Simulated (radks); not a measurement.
Results of a calculation; reference values are marked as such.
Problem. Ionisation of Tc2+, [Kr] 4d5, to Tc3+, [Kr] 4d4, under several functionals. Scalar-relativistic Kohn-Sham, spin-polarised, spherical densities, finite nucleus; open shells are filled with parallel spins first (spin-orbit coupling, left out, can overturn this in heavy ions); a radial shooting solver on a logarithmic mesh with Libxc functionals. The NIST Atomic Spectra Database gives 29.550 eV (semi-empirical). Rank these functionals by the error of their Delta-SCF ionisation energy: PBEsol; RPBE; AM05; SOGGA; LDA (Slater exchange, Perdew-Zunger correlation); r2SCAN; TASK exchange with Perdew-Wang LDA correlation; exchange-only r2SCAN; revPBE; Wu-Cohen GGA.

Solution. From best to worst: exchange-only r2SCAN 29.455 eV (-0.095); SOGGA 29.930 eV (+0.380); AM05 29.960 eV (+0.410); revPBE 29.979 eV (+0.429); RPBE 29.981 eV (+0.431); PBEsol 30.002 eV (+0.452); Wu-Cohen GGA 30.034 eV (+0.484); LDA (Slater exchange, Perdew-Zunger correlation) 30.052 eV (+0.502); r2SCAN 30.333 eV (+0.783); TASK exchange with Perdew-Wang LDA correlation 30.386 eV (+0.836). Open shells are spherical and high-spin; term and fine-structure splittings are not resolved.
